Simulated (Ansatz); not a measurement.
Relaxation of BClFH₃NO (8 atoms, charge 0, multiplicity 2), to a largest force component of 0.03 eV/Å in at most 50 steps.

Computed with UKS PBE-D4/def2-SVP (Ansatz).

```xyz
8
Properties=species:S:1:pos:R:3
B -0.101 0.242 0.081
F -0.353 0.955 1.190
O 1.216 0.011 -0.205
H 1.356 -0.542 -0.994
N -1.213 -0.173 -0.700
H -2.168 0.032 -0.408
H -1.153 -0.662 -1.592
Cl 0.213 -0.816 3.148
```

Where does it end, and by what steps?

It converged. After 6 steps the energy has fallen by 0.014 eV; Cl8 moved furthest, 0.32 Å.

```tsv
step	energy less start (eV)	largest force component (eV/Å)	accepted
0	0.0000	0.555	yes
1	-0.0061	0.338	yes
2	-0.0121	0.094	yes
3	-0.0131	0.061	yes
4	-0.0138	0.077	yes
5	-0.0142	0.062	yes
6	-0.0144	0.023	yes
```

```xyz
8
Properties=species:S:1:pos:R:3
B -0.039 0.254 0.065
F -0.244 0.992 1.196
O 1.266 0.068 -0.292
H 1.377 -0.494 -1.076
N -1.188 -0.193 -0.629
H -2.122 -0.035 -0.253
H -1.177 -0.718 -1.501
Cl -0.075 -0.825 3.011
```

Time of the run: 21 s on 4 threads of Arm Neoverse V1 (shared host), peak memory 0.2 GiB.
